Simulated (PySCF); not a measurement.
A side-by-side comparison of computed properties.

First species: C₆H₁₂OS.
Geometry (PBE0-D3(BJ)/def2-SVP, Å), atoms numbered from 1 in this order:
```xyz
20
C6H12OS angstrom
O      0.660    2.642   -1.253
S      0.139    1.231   -1.231
C      1.113    0.379    0.066
C      1.019   -1.139    0.053
C     -0.371   -1.726   -0.201
C     -1.529   -1.102    0.586
C     -2.222    0.057   -0.129
C     -1.428    1.340   -0.289
H      0.803    0.826    1.024
H      2.134    0.733   -0.141
H      1.708   -1.540   -0.707
H      1.398   -1.503    1.024
H     -0.319   -2.805    0.013
H     -0.603   -1.653   -1.278
H     -2.290   -1.877    0.765
H     -1.188   -0.785    1.588
H     -3.146    0.316    0.414
H     -2.550   -0.291   -1.124
H     -1.149    1.803    0.672
H     -1.992    2.091   -0.863
```

Second species: C7H10NOP.
Atom-mapped SMILES: `[CH3:1][CH2:2][P@H:3](=[O:4])[c:5]1[cH:6][cH:7][n:8][cH:9][cH:10]1` (hydrogens: H11, H12, H13 on C1; H14, H15 on C2; H16 on P3; H17 on C6; H18 on C7; H19 on C9; H20 on C10)

Levels: CAM-B3LYP/def2-SVPD for HOMO energy, LUMO energy, HOMO–LUMO gap and static isotropic polarisability; TDDFT CAM-B3LYP/def2-SVPD for lowest singlet excitation; TDA CAM-B3LYP/def2-SVPD for lowest triplet excitation (Tamm–Dancoff). Geometries: PBE0-D3(BJ)/def2-SVP. Each structure is a single optimised conformer of the isolated species, non-relativistic unless stated; the electronic structure was computed with PySCF and density fitting.

The conformers computed, where there is a choice (atom-mapped SMILES and torsion angles):
- `[CH3:1][CH2:2][P@H:3](=[O:4])[c:5]1[cH:6][cH:7][n:8][cH:9][cH:10]1`: C1–C2–P3–O4 54°, C2–P3–C5–C6 124°

The conformers of `O=S1CCCCCC1` aren't listed.

| property | column X | column Y |
| --- | --- | --- |
| HOMO energy | -7.85 eV | -9.10 eV |
| LUMO energy | 1.05 eV | -0.52 eV |
| HOMO–LUMO gap | 8.90 eV | 8.58 eV |
| lowest singlet excitation | 5.78 eV | 4.74 eV |
| lowest triplet excitation (Tamm–Dancoff) | 5.11 eV | 4.07 eV |
| static isotropic polarisability | 93.2 au | 111.6 au |

Q: Which column belongs to which species?

A: Column X is the first species and column Y the second. The first has 20 atoms and 72 electrons, the second 20 and 82.

Q: How does each property change from the first species to the second?

A: HOMO energy -1.25 eV; LUMO energy -1.57 eV; HOMO–LUMO gap -0.32 eV; lowest singlet excitation -1.04 eV; lowest triplet excitation (Tamm–Dancoff) -1.04 eV; static isotropic polarisability +18.4 au.

On the first: No computed singlet falls in the visible range (750 to 380 nm, 1.65 to 3.26 eV); S1 lies 2.52 eV above its blue end. The principal polarisabilities are 79.0, 97.2 and 103.5 au; their mean is the isotropic value.

On the second: No computed singlet falls in the visible range (750 to 380 nm, 1.65 to 3.26 eV); S1 lies 1.48 eV above its blue end. The vertical singlet–triplet gap S1 − T1 is 0.67 eV (TDDFT singlet less Tamm–Dancoff triplet; S1: HOMO→LUMO, weight 0.87; T1: HOMO→LUMO, weight 0.80).
